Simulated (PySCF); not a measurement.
Calculation: PBE-D3(BJ)/def2-TZVP // BP86-D3(BJ)/def2-SVP (PySCF). Isolated molecules, 0 K electronic values unless said otherwise. One relaxed conformer stands for a flexible species; it need not be the lowest. 

Reference species: [Sc(F)3] (neutral, multiplicity 1).

The coordination number is 3, the charge on the central atom (Mulliken) comes out as 1.36 e and the HOMO–LUMO gap is 5.70 eV.

Changed species: [Sc(F)2(OH)] (1 of 3 F replaced by OH; the reference has 0 of 3 F replaced by OH).

### Question
Give the shifts of the coordination number, charge on the central atom (Mulliken) and HOMO–LUMO gap.

### Answer
the coordination number stays essentially unchanged; the charge on the central atom (Mulliken) stays essentially unchanged; the HOMO–LUMO gap drops by 1.21 eV, to 4.49 eV.
